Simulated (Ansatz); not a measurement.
Steps of a relaxation of CH$_{8}$AlBGe, SMILES `B[CH2][AlH][GeH3]` with RKS PBE-D4/def2-SVP.

```sh
$ ansatz run in.yaml --threads 4 --pin off --events-out ev --progress --plain --max-ram 10444MiB
```

```yaml
crystal:
  periodic: [false, false, false]
  atoms:
    - {symbol: B, position_ang: [-0.775300, 1.848500, -0.066800]}
    - {symbol: C, position_ang: [-1.283500, 0.623800, 0.759500]}
    - {symbol: Al, position_ang: [0.222800, -0.622900, 0.953600]}
    - {symbol: Ge, position_ang: [1.411300, -1.534600, -1.018900]}
    - {symbol: H, position_ang: [-0.442700, 1.757300, -1.208200]}
    - {symbol: H, position_ang: [-0.878200, 2.987900, 0.398600]}
    - {symbol: H, position_ang: [-1.600800, 0.950100, 1.767600]}
    - {symbol: H, position_ang: [-2.068400, 0.128100, 0.223900]}
    - {symbol: H, position_ang: [0.789300, -0.991900, 2.465900]}
    - {symbol: H, position_ang: [0.303400, -2.353600, -1.812500]}
    - {symbol: H, position_ang: [1.877700, -0.382600, -1.859300]}
    - {symbol: H, position_ang: [2.521400, -2.465400, -0.569500]}
basis:
  gaussian: {orbitals: def2-SVP}
hamiltonian: {xc: pbe, dispersion: d4}
relax: {f_tol: 0.03, max_steps: 200}
```

Positions (Å) and forces (eV/Å) along the path, 11 of 20 steps:

```xyz
12
step=1 energy=-64932.0859 eV
B    -0.775    1.849   -0.067   -1.101    0.131    0.630
C    -1.284    0.624    0.759    1.375    1.638    0.799
Al    0.223   -0.623    0.954    0.454   -0.310    0.575
Ge    1.411   -1.535   -1.019   -1.438   -0.437    0.497
H    -0.443    1.757   -1.208    0.283   -0.158   -0.621
H    -0.878    2.988    0.399    0.446   -0.292    0.029
H    -1.601    0.950    1.768   -0.289   -0.184    0.048
H    -2.068    0.128    0.224   -0.867   -0.914   -0.839
H     0.789   -0.992    2.466   -0.280    0.159   -0.453
H     0.303   -2.354   -1.812    0.496    0.189    0.058
H     1.878   -0.383   -1.859    0.426    0.520   -0.653
H     2.521   -2.465   -0.570    0.495   -0.342   -0.068
12
step=2 energy=-64932.2834 eV
B    -0.904    1.889   -0.076    1.185    0.154    1.087
C    -1.281    0.649    0.789   -0.754    0.891   -0.232
Al    0.283   -0.534    1.050   -0.047   -0.041   -0.063
Ge    1.334   -1.531   -0.988   -0.153   -0.186   -0.079
H    -0.445    1.760   -1.199   -0.408    0.008   -0.213
H    -0.703    3.006    0.486   -0.405   -0.671   -0.454
H    -1.770    0.921    1.763    0.198   -0.287   -0.320
H    -1.944   -0.013    0.170    0.204   -0.138    0.164
H     0.739   -0.865    2.560    0.018    0.019   -0.147
H     0.372   -2.380   -1.893   -0.017    0.134    0.206
H     1.894   -0.460   -1.957    0.070    0.143   -0.012
H     2.503   -2.497   -0.671    0.109   -0.026    0.065
12
step=3 energy=-64932.4032 eV
B    -0.820    1.879   -0.044    0.014   -0.078    0.275
C    -1.293    0.654    0.784   -0.314    0.647   -0.292
Al    0.266   -0.537    1.035    0.049   -0.054    0.006
Ge    1.331   -1.531   -0.982   -0.007   -0.045   -0.044
H    -0.487    1.761   -1.223   -0.119   -0.015    0.183
H    -0.694    2.992    0.482    0.017   -0.352   -0.141
H    -1.789    0.893    1.754    0.154   -0.145   -0.162
H    -1.930   -0.016    0.147    0.192   -0.026    0.102
H     0.755   -0.860    2.529    0.009   -0.003   -0.032
H     0.334   -2.365   -1.848   -0.001    0.051    0.066
H     1.889   -0.437   -1.940    0.002    0.011    0.023
H     2.515   -2.487   -0.660    0.002    0.009    0.017
12
step=5 energy=-64932.4412 eV
B    -0.814    1.870   -0.036    0.047    0.073   -0.117
C    -1.313    0.672    0.754   -0.252   -0.092   -0.008
Al    0.267   -0.501    1.028    0.092   -0.011   -0.021
Ge    1.324   -1.518   -0.972    0.062    0.015   -0.015
H    -0.530    1.754   -1.220   -0.003    0.009    0.016
H    -0.623    2.948    0.500    0.050    0.005    0.026
H    -1.797    0.848    1.734    0.030   -0.030    0.007
H    -1.872   -0.066    0.123    0.041    0.032    0.071
H     0.752   -0.824    2.517   -0.010    0.005    0.037
H     0.293   -2.327   -1.813   -0.016   -0.001   -0.011
H     1.890   -0.423   -1.925   -0.009   -0.020    0.007
H     2.499   -2.489   -0.656   -0.031    0.016    0.008
12
step=7 energy=-64932.4536 eV
B    -0.810    1.821   -0.046   -0.003   -0.016   -0.008
C    -1.378    0.656    0.748    0.001   -0.012   -0.011
Al    0.261   -0.465    1.017    0.059    0.011   -0.033
Ge    1.337   -1.482   -0.979   -0.022   -0.011    0.023
H    -0.571    1.701   -1.237   -0.008    0.008   -0.004
H    -0.485    2.859    0.508    0.007    0.006    0.003
H    -1.804    0.837    1.753    0.001   -0.006    0.012
H    -1.946   -0.099    0.156   -0.019    0.009    0.004
H     0.763   -0.732    2.513   -0.017   -0.003    0.002
H     0.286   -2.239   -1.845    0.004    0.008   -0.004
H     1.967   -0.408   -1.912   -0.002    0.008    0.012
H     2.458   -2.506   -0.643   -0.001   -0.002    0.004
12
step=11 energy=-64932.4570 eV
B    -0.839    1.799   -0.072    0.004    0.018   -0.025
C    -1.383    0.648    0.758   -0.010   -0.013    0.008
Al    0.270   -0.462    1.008   -0.010    0.011    0.002
Ge    1.355   -1.478   -0.974   -0.007   -0.001   -0.013
H    -0.699    1.688   -1.281    0.001   -0.008    0.033
H    -0.434    2.820    0.464   -0.003   -0.012   -0.007
H    -1.746    0.844    1.786    0.003    0.002   -0.009
H    -2.001   -0.101    0.210    0.009    0.005    0.008
H     0.768   -0.710    2.509    0.002   -0.001    0.001
H     0.300   -2.133   -1.916    0.018    0.015    0.001
H     2.082   -0.393   -1.824   -0.004   -0.033    0.014
H     2.402   -2.578   -0.633   -0.002    0.018   -0.012
12
step=12 energy=-64932.4575 eV
B    -0.843    1.796   -0.076    0.008   -0.001   -0.019
C    -1.383    0.648    0.762   -0.014    0.001    0.008
Al    0.269   -0.462    1.009   -0.005   -0.001   -0.007
Ge    1.355   -1.478   -0.974    0.003    0.000   -0.020
H    -0.710    1.678   -1.285   -0.002   -0.005    0.023
H    -0.434    2.818    0.452   -0.002   -0.002   -0.002
H    -1.738    0.851    1.792   -0.002    0.002   -0.008
H    -2.006   -0.101    0.222    0.011    0.002    0.008
H     0.770   -0.710    2.509    0.002    0.001    0.002
H     0.307   -2.115   -1.934    0.010    0.013    0.008
H     2.100   -0.393   -1.808   -0.004   -0.022    0.013
H     2.392   -2.586   -0.636   -0.006    0.014   -0.005
12
step=15 energy=-64932.4594 eV
B    -0.866    1.754   -0.112   -0.021   -0.071    0.049
C    -1.385    0.648    0.798   -0.014    0.086   -0.014
Al    0.268   -0.460    1.020    0.031   -0.020   -0.009
Ge    1.358   -1.451   -0.975    0.013   -0.002   -0.067
H    -0.763    1.569   -1.314    0.001    0.004   -0.011
H    -0.442    2.800    0.352   -0.003    0.000   -0.004
H    -1.708    0.900    1.828    0.002   -0.017   -0.032
H    -2.027   -0.123    0.312    0.017    0.010    0.012
H     0.791   -0.715    2.512   -0.004    0.000    0.003
H     0.318   -1.941   -2.032    0.053    0.026    0.054
H     2.237   -0.381   -1.699   -0.040   -0.049    0.032
H     2.295   -2.654   -0.656   -0.034    0.034   -0.012
12
step=17 energy=-64932.4596 eV rejected
B    -0.880    1.712   -0.143    0.107   -0.042    0.033
C    -1.382    0.648    0.821   -0.006    0.026   -0.058
Al    0.283   -0.452    1.040   -0.025    0.029    0.011
Ge    1.359   -1.413   -0.972    0.031   -0.070   -0.083
H    -0.754    1.465   -1.335   -0.042    0.021    0.058
H    -0.460    2.784    0.272   -0.055   -0.035   -0.030
H    -1.706    0.932    1.842    0.007   -0.012   -0.021
H    -2.011   -0.159    0.372    0.013    0.022    0.025
H     0.798   -0.721    2.533   -0.003   -0.001   -0.006
H     0.307   -1.785   -2.064    0.052    0.026    0.051
H     2.318   -0.371   -1.631   -0.039   -0.048    0.032
H     2.204   -2.696   -0.700   -0.041    0.084   -0.010
12
step=18 energy=-64932.4608 eV
B    -0.868    1.727   -0.131   -0.023    0.004    0.010
C    -1.380    0.648    0.811    0.012    0.020   -0.021
Al    0.280   -0.456    1.032   -0.008    0.001    0.007
Ge    1.358   -1.430   -0.974    0.008   -0.009   -0.020
H    -0.760    1.509   -1.328    0.005   -0.003    0.024
H    -0.460    2.794    0.302   -0.001   -0.024   -0.011
H    -1.705    0.918    1.834    0.005   -0.005   -0.010
H    -2.013   -0.145    0.346    0.010    0.006    0.009
H     0.794   -0.722    2.526   -0.001    0.000   -0.001
H     0.306   -1.842   -2.047    0.031    0.005    0.018
H     2.284   -0.376   -1.654   -0.015   -0.019    0.007
H     2.241   -2.679   -0.683   -0.023    0.024   -0.011
12
step=20 energy=-64932.4612 eV
B    -0.873    1.715   -0.139    0.018    0.013   -0.010
C    -1.379    0.650    0.818    0.009   -0.011   -0.009
Al    0.282   -0.453    1.038   -0.015    0.007    0.000
Ge    1.358   -1.419   -0.974    0.001   -0.013   -0.007
H    -0.757    1.475   -1.332   -0.007    0.003    0.022
H    -0.467    2.790    0.276   -0.010   -0.017   -0.008
H    -1.702    0.929    1.839   -0.001    0.001    0.003
H    -2.007   -0.155    0.367    0.003    0.004    0.006
H     0.794   -0.725    2.531    0.000    0.000   -0.001
H     0.309   -1.797   -2.060    0.005    0.003    0.003
H     2.307   -0.376   -1.633    0.002    0.000    0.001
H     2.213   -2.689   -0.697   -0.005    0.010    0.001
```

Hardware: 4 threads of an Arm Neoverse V1 on a shared host. Wall time 29 s, peak host memory 0.17 GiB.
